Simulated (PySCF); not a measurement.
An element was calculated at PBE0 (PySCF 2.14, ECP, a double-zeta basis, no spin-orbit coupling), in the ground configurations that NIST lists.

```
electron affinity          : 0.489 eV
first ionisation energy    : 7.054 eV
second ionisation energy   : 15.207 eV
third ionisation energy    : 24.272 eV
polarisability of the atom : 85.7 bohr³
```

**Question.** Which element is it?

**Answer.** Tantalum (Ta, Z = 73), in aug-cc-pwCVDZ-PP with ECP60MDF. NIST lists 7.550, 16.2 ± 0.5, 23.1 ± 1.6 eV for these ionisation energies.
